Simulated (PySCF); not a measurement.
**Identify the compound**

An unknown has the formula C$_{5}$H$_{8}$Cl$_{2}$Si. Its calculated NMR data are:

1H NMR (400 MHz, computed): δ 4.19 (m, 1H), 4.10 (m, 1H), 3.80 (m, 1H), 2.89 (m, 1H), 2.40 (m, 1H), 1.63 (m, 1H), 1.20 (m, 1H), 1.20 (m, 1H).

13C{1H} NMR (computed): δ 76.4 (CH), 62.0 (C), 44.2 (CH2), 40.7 (CH), 14.6 (CH2).

PySCF 2.14 calculation with σ from GIAO-PBE0/pcSseg-1 and GFN2-xTB structure; a single conformation, non-relativistic Hamiltonian, in vacuum.

Chemical shifts δ = σref − σ; TMS for 1H (31.72 ppm), 13C (186.93 ppm), all at this level.

Which of these isomers gave the spectra?
A. C[SiH2][C@@H]1C(Cl)=C[C@@H]1Cl
B. ClC(Cl)[SiH2]C1=CCC1
C. ClC(Cl)C=C1C[SiH2]C1
D. Cl[C@@H]1[C@H]2C[SiH2][C@]1(Cl)C2

## Answers

D. 

1. The formula gives 2 degrees of unsaturation (2 rings in the answer).
2. 5 carbon signals for 5 carbons: no two carbons are equivalent.
3. Carbon types of the structure: 1 × C, 2 × CH, 2 × CH2, leaving 2 H on heteroatoms.
4. δC 76.4: sp3 CH bonded to Cl; pulled downfield by the heteroatom.
5. δC 62.0: fully substituted sp3 carbon bonded to Cl and Si; the inductive effect lowers its shielding.
6. δC 44.2: sp3 CH2 in a ring; a saturated carbon with 2 carbon neighbours and no heteroatom attached.
7. δC 40.7: sp3 CH in a ring; aliphatic region, no heteroatom directly attached.
8. δH 3.80: hydrogen on an sp3 CH bonded to Cl; its carbon carries Cl, which withdraws density.

The others: ClC(Cl)[SiH2]C1=CCC1 would give 5 signals for carbon-bound and other non-exchanging H, not 8; ClC(Cl)C=C1C[SiH2]C1 would give 5 signals for carbon-bound and other non-exchanging H, not 8; C[SiH2][C@@H]1C(Cl)=C[C@@H]1Cl would give 6 signals for carbon-bound and other non-exchanging H, not 8.

Carbons that carry Cl, above all several Cl atoms, come out too deshielded, partly because spin–orbit coupling is missing. Shifts are as computed. Against solution values, carbons near 30 ppm lie about +3 ppm off and those near 130 ppm about +5 ppm; carbons on Cl a further +6 ppm. Of 1211 compounds with measured shifts, 218 miss one by over three times the rms of a fit or turn the order of signals round; such compounds aren't used in these exercises. Multiplicities follow the n + 1 count of equivalent neighbours, as no J values were calculated; m marks all less simple cases, F and P coupling included.
